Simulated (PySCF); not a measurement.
# How methods differ on the ionisation energy of Ba⁴¹⁺

Ba⁴¹⁺ [Ne] 3s2 3p3 (4S) → Ba⁴²⁺ [Ne] 3s2 3p2 (3P), as a difference of total energies. Computed with PySCF 2.14 in an even-tempered Gaussian basis (18 s from 8 bohr⁻², ratio 2.5; 12 p from 10 bohr⁻², ratio 2.5; 4 d from 42 bohr⁻², ratio 2.7; 4 f from 63 bohr⁻², ratio 2.7), with scalar relativity by spin-free X2C-1e. Correlated levels: outer shells: 1s2 frozen; virtual orbitals above 40 to 60 times the deepest correlated orbital energy dropped. The calculations carry no spin-orbit coupling.

| method | ionisation energy (eV) |
| --- | --- |
| UHF | 3125.0 |
| MP2 (outer shells) | 3125.5 |
| SCS-MP2 (outer shells) | 3125.2 |
| CCSD (outer shells) | 3125.3 |
| CCSD(T) (outer shells) | 3125.3 |

Spin-orbit coupling is strong in these open shells (close to jj coupling). The scalar numbers leave it out and a first-order estimate fails, so it can dominate the gap to the real levels.

Breit and QED terms and the two-electron picture change are absent.

For comparison: 3081 ± 4 eV (theoretical estimate listed by NIST; NIST Atomic Spectra Database, ionization energies).
